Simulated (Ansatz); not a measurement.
Harmonic frequencies (cm⁻¹) at PBE0-D4/def2-TZVP from Ansatz: 94, 228, 303, 329, 362, 425, 454, 520, 553, 581, 622, 641, 678, 702, 762, 808, 860, 916, 935, 966, 998, 1392, 2125, 2137, 2198, 2204, 2210, 2229, 3078, 3149.

**Question.** Which molecule is it?
A. `B/C(C)=C/F`
B. `[SiH3][GeH]1[CH2][SiH2]1`
C. `O=COC[SiH2]Cl`
D. `[CH2]1[SiH2][SiH2][GeH2]1`

**Answer.** D.
